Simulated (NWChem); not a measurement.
Correlation energy of Ga₂

```xyz
2

Ga     0.0000     0.0000     1.2227
Ga     0.0000     0.0000    -1.2227
```
Charge 0, spin multiplicity 3.

The numbers come from NWChem runs, not from measurements. The geometry was optimised at UPBE0/def2-SVP, a minimum by its harmonic frequencies.

Basis set: 6-31G*. Each correlation energy counts from its own Hartree-Fock reference.

The Hamiltonian is non-relativistic. The correlated methods keep 18 core orbitals frozen. The Pople sets run with spherical d functions. This spin state was chosen for the runs; another may lie lower. The structure started from a generated list of species. The unpaired electrons of the parent sit in orbitals of symmetry b2u and b3u (D2h labels of the run); other states weren't searched. No SCF solution was tested for a lower state. Open-shell Hartree-Fock references start from PBE0 orbitals. Coupled-cluster values serve here as a point of comparison, not as the truth.

Problem. For the correlation energy, UMP2 gives -449.7 mHa and SCS-UMP2 gives -406.4 mHa. What do CCSD on UHF, CCSD[T] on UHF, CCSD(T) on UHF give?

Solution. CCSD on UHF: -434.0 mHa; CCSD[T] on UHF: -449.4 mHa; CCSD(T) on UHF: -447.2 mHa.
